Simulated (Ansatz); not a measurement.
CH$_{3}$S (SMILES [CH2-]S), charge -1, singlet, at a GFN2-xTB geometry (a gas-phase anion, which may not be bound at this level); R2SCAN/6-31G* (Ansatz, a program for electronic structure).

The Ansatz input:
Ansatz 0.2 input:
```yaml
crystal:
  periodic: [false, false, false]
  atoms:
    - {symbol: C, position_ang: [-0.18310410, 1.16138186, 0.01505557]}
    - {symbol: S, position_ang: [-0.04796709, -0.56372168, -0.01148952]}
    - {symbol: H, position_ang: [1.29602576, -1.14309776, 0.01927862]}
    - {symbol: H, position_ang: [0.25755768, 1.58118756, 0.93632275]}
    - {symbol: H, position_ang: [0.31251462, 1.61316597, -0.86210237]}
basis:
  gaussian:
    orbitals: 6-31G*
hamiltonian:
  xc: r2scan
total_charge: -1
```

Output, abridged:

```
Functional definition: r2SCAN
513 factors; their error is unknown
mean field evaluation 1: about -11915.7479 eV, gradient 2.5e1 eV
mean field evaluation 2: about -11905.4126 eV, gradient 6.0e1 eV
mean field evaluation 4: about -11917.4026 eV, gradient 2.8e0 eV
mean field evaluation 8: about -11917.3950 eV, gradient 1.9e-2 eV
mean field -11917.39495343 eV, -437.9561866381 hartree, gradient 3.9e-5 eV, S^2 0.000000; 0 other end points of the search recorded, 0 dependent functions left out
reference -11917.39495914 eV, -437.9561868481 hartree; 13, 13 occupied and 27, 27 virtual orbitals, 513 factors
Total energy: -11917.39495914 eV, -437.9561868481 hartree
```
